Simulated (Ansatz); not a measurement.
One change: `CC[CH2][Zn][CH3]` becomes `CCC[SiH3]`.

Ansatz, PBE0-D4/def2-TZVP geometries, multiplicity 1. Each molecule was computed in one conformer, which needn't be the lowest.

Scalar relativity is left out up to krypton.

```json
{"property": "HOMO energy (ωB97M-V/def2-TZVPP) / eV", "`CC[CH2][Zn][CH3]`": "-8.93"}
{"property": "LUMO energy (PBE/def2-TZVPP) / eV", "`CC[CH2][Zn][CH3]`": "-0.71"}
{"property": "LUMO energy (ωB97M-V/def2-TZVPP) / eV", "`CC[CH2][Zn][CH3]`": "1.30"}
{"property": "HOMO–LUMO gap (B3LYP/def2-TZVPP) / eV", "`CC[CH2][Zn][CH3]`": "6.30"}
{"property": "size of the dipole moment (ωB97M-V/def2-TZVPP) / D", "`CC[CH2][Zn][CH3]`": "0.24"}
{"property": "HOMO–LUMO gap (PBE0/def2-TZVPP) / eV", "`CC[CH2][Zn][CH3]`": "6.78"}
```

Problem. Give the same properties after the change, and the shifts. (An estimate is asked.)

Solution. The calculation gave: 
```json
{"property": "HOMO energy (ωB97M-V/def2-TZVPP) / eV", "`CCC[SiH3]`": "-10.72", "shift": "-1.79"}
{"property": "LUMO energy (PBE/def2-TZVPP) / eV", "`CCC[SiH3]`": "-0.08", "shift": "0.63"}
{"property": "LUMO energy (ωB97M-V/def2-TZVPP) / eV", "`CCC[SiH3]`": "2.20", "shift": "0.90"}
{"property": "HOMO–LUMO gap (B3LYP/def2-TZVPP) / eV", "`CCC[SiH3]`": "8.74", "shift": "2.44"}
{"property": "size of the dipole moment (ωB97M-V/def2-TZVPP) / D", "`CCC[SiH3]`": "0.89", "shift": "0.65"}
{"property": "HOMO–LUMO gap (PBE0/def2-TZVPP) / eV", "`CCC[SiH3]`": "9.21", "shift": "2.43"}
```

With PBE0 the HOMO falls by 1.74 eV and the LUMO rises by 0.69 eV, so the gap widens by about 2.43 eV. PBE moves the HOMO by -1.58 eV and ωB97M-V by -1.79 eV. Dipoles are sizes alone; their direction can turn.

Positive LUMOs are unbound, so they and the gaps depend on the basis.

B3LYP here is the variant with VWN-RPA as its local correlation; programs differ in this.
